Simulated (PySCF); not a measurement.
Structure with atom numbers: `[CH3:1][C:2]#[C:3][BH:4][SiH2:5][NH2:6]`. Each H is labelled by its parent atom.

Geometry: PBE0-D3(BJ)/def2-SVP; GIAO absolute shieldings from PySCF, gas phase, non-relativistic, averaged over equivalent atoms.

At wB97X-D/pcSseg-1 (149 basis functions, 18 s wall time on 1 thread of an Arm Neoverse V1, shared host):
| atoms | σ (ppm) |
| --- | --- |
| C2 | 4.9 |
| C3 | 90.2 |
| C1 | 175.7 |
| B4 | 15.5 |
| Si5 | 400.6 |
| N6 | 266.9 |
| H(B4) | 23.24 |
| H(Si5) | 26.70 |
| H(C1) | 28.93 |
| H(N6) | 31.43 |

Estimate the result of repeating the calculation with BLYP/pcSseg-1.

## Answers


```csv
atoms,σ at BLYP/pcSseg-1,change
C2,-6.4,-11.3
C3,66.8,-23.4
C1,165.1,-10.6
B4,5.4,-10.1
Si5,372.5,-28.1
N6,259.7,-7.2
H(B4),23.11,-0.13
H(Si5),26.44,-0.26
H(C1),28.70,-0.23
H(N6),31.60,+0.17
```

The largest change is at Si5 (silicon bonded to B, N, 2 H). Cost: 149 basis functions, 17 s wall time on 1 thread of an Arm Neoverse V1, shared host. The order of the carbon signals is the same at both levels.

A carbon bonded to boron is broadened by the quadrupolar boron nucleus and is often missing from a measured spectrum.
